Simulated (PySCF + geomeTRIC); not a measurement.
These are BP86-D3(BJ)/def2-SVP run with PySCF + geomeTRIC values and carry that method's errors. fastk is a local helper that only speeds up exchange builds. No frequencies were computed at this level.

```python
import json, numpy as np
from pyscf import gto, dft
from fastk import lowrank_exchange
atoms = """
Ti    -0.000001    -0.000002    -0.000000
F      0.645072    -0.957495    -1.236577
F     -1.567604    -0.524534     0.359891
F      0.969702    -0.132461     1.379915
F     -0.047173     1.614486    -0.503228
"""
def scf(charge, spin, dm0=None):
    mol = gto.M(atom=atoms, basis='def2-svp', ecp={}, charge=charge, spin=spin, verbose=3, max_memory=10080)
    mf = dft.KS(mol, xc='bp86').density_fit(auxbasis="def2-universal-jkfit")
    mf.disp = 'd3bj'
    mf.grids.level = 3
    mf.conv_tol = 1e-8
    mf.max_cycle = 120
    mf.level_shift = 0.25
    mf.kernel(dm0)
    if not mf.converged:
        mf = mf.newton().run(mf.mo_coeff, mf.mo_occ).undo_soscf()
    return mf
mf = scf(0, 0)
from pyscf.geomopt.geometric_solver import kernel as optimize
path = []
done, mol = optimize(mf, maxsteps=120, assert_convergence=False, callback=lambda env: path.append((env["energy"], bool(env["g_scanner"].converged))))
res = dict(converged=bool(done and path[-1][1]), energy=path[-1][0], path=[e for e, c in path], xyz=mol.atom_coords(unit="Angstrom").tolist(), nao=mol.nao)
json.dump(res, open("result.json", "w"))
```

Output:

```
converged SCF energy = -1248.83556236053
Geometry optimization cycle 1
converged SCF energy = -1248.83556235614
cycle 1: E = -1248.83556236  dE = -1248.84  norm(grad) = 0.0839681
Geometry optimization cycle 2
converged SCF energy = -1248.84336460139
cycle 2: E = -1248.8433646  dE = -0.00780225  norm(grad) = 0.0101657
Geometry optimization cycle 3
converged SCF energy = -1248.84351746692
cycle 3: E = -1248.84351747  dE = -0.000152866  norm(grad) = 0.00174722
Geometry optimization cycle 4
converged SCF energy = -1248.8435351288
cycle 4: E = -1248.84353513  dE = -1.76619e-05  norm(grad) = 0.00122952
Geometry optimization cycle 5
converged SCF energy = -1248.84353055506
cycle 5: E = -1248.84353056  dE = 4.57374e-06  norm(grad) = 0.00597698
Geometry optimization cycle 6
converged SCF energy = -1248.84355657062
cycle 6: E = -1248.84355657  dE = -2.60156e-05  norm(grad) = 0.0046901
Geometry optimization cycle 7
converged SCF energy = -1248.84359284138
cycle 7: E = -1248.84359284  dE = -3.62708e-05  norm(grad) = 0.000806097
Geometry optimization cycle 8
converged SCF energy = -1248.84359471544
cycle 8: E = -1248.84359472  dE = -1.87406e-06  norm(grad) = 0.000460065
Geometry optimization cycle 9
converged SCF energy = -1248.84359479922
cycle 9: E = -1248.8435948  dE = -8.37811e-08  norm(grad) = 0.00045817
<class 'geometric.internal.Distance'> : 4
<class 'geometric.internal.Angle'> : 6
<class 'geometric.internal.TranslationX'> : 1
<class 'geometric.internal.TranslationY'> : 1
<class 'geometric.internal.TranslationZ'> : 1
<class 'geometric.internal.RotationA'> : 1
<class 'geometric.internal.RotationB'> : 1
<class 'geometric.internal.RotationC'> : 1
Step    0 : Gradient = 3.755e-02/4.213e-02 (rms/max) Energy = -1248.8355623561
Step    1 : Displace = 5.386e-02/6.070e-02 (rms/max) Trust = 1.000e-01 (=) Grad = 4.546e-03/5.278e-03 (rms/max) E (change) = -1248.8433646014 (-7.802e-03) Quality = 0.816
Step    2 : Displace = 5.761e-03/6.809e-03 (rms/max) Trust = 1.414e-01 (+) Grad = 7.814e-04/1.017e-03 (rms/max) E (change) = -1248.8435174669 (-1.529e-04) Quality = 1.135
Step    3 : Displace = 1.909e-03/2.522e-03 (rms/max) Trust = 2.000e-01 (+) Grad = 5.499e-04/7.100e-04 (rms/max) E (change) = -1248.8435351288 (-1.766e-05) Quality = 0.677
Step    4 : Displace = 3.883e-03/5.424e-03 (rms/max) Trust = 2.000e-01 (=) Grad = 2.673e-03/3.145e-03 (rms/max) E (change) = -1248.8435305551 (+4.574e-06) Quality = -0.062
Step    5 : Displace = 1.126e-03/1.534e-03 (rms/max) Trust = 1.941e-03 (-) Grad = 2.088e-03/2.517e-03 (rms/max) E (change) = -1248.8435565706 (-2.602e-05) Quality = 0.859
Step    6 : Displace = 2.770e-03/3.802e-03 (rms/max) Trust = 2.745e-03 (+) Grad = 2.992e-04/3.359e-04 (rms/max) E (change) = -1248.8435928414 (-3.627e-05) Quality = 1.058
Step    7 : Displace = 7.368e-04/9.888e-04 (rms/max) Trust = 3.883e-03 (+) Grad = 3.830e-05/5.265e-05 (rms/max) E (change) = -1248.8435947154 (-1.874e-06) Quality = 2.351
Step    8 : Displace = 3.116e-04/4.090e-04 (rms/max) Trust = 5.491e-03 (+) Grad = 2.988e-05/4.127e-05 (rms/max) E (change) = -1248.8435947992 (-8.378e-08) Quality = 1.607
Converged! =D
```

Cost: roughly 2.3 core-minutes.
